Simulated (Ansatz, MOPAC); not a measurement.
Species: InBr, net charge 0, singlet state. SMILES: [Br][In]

Atoms: In1, Br2. Bonds: In1-Br2.

Bond lengths (Å) and angles (degrees) optimised at PM3 with MOPAC; PM7 with MOPAC; HF/3-21G with Ansatz (a program for electronic structure), each started from the B3LYP-D3(BJ)/def2-TZVP structure (Ansatz) of the last column. A row stands for all coordinates that are equal there.

```
coordinate    PM3    PM7  HF/3-21G  B3LYP-D3(BJ)/def2-TZVP
----------  -----  -----  --------  ----------------------
In1-Br2     2.290  2.520     2.631                   2.596
```

Mean signed difference of all 1 bond lengths from B3LYP-D3(BJ)/def2-TZVP: PM3 -0.306 Å, PM7 -0.076 Å, HF/3-21G 0.036 Å.
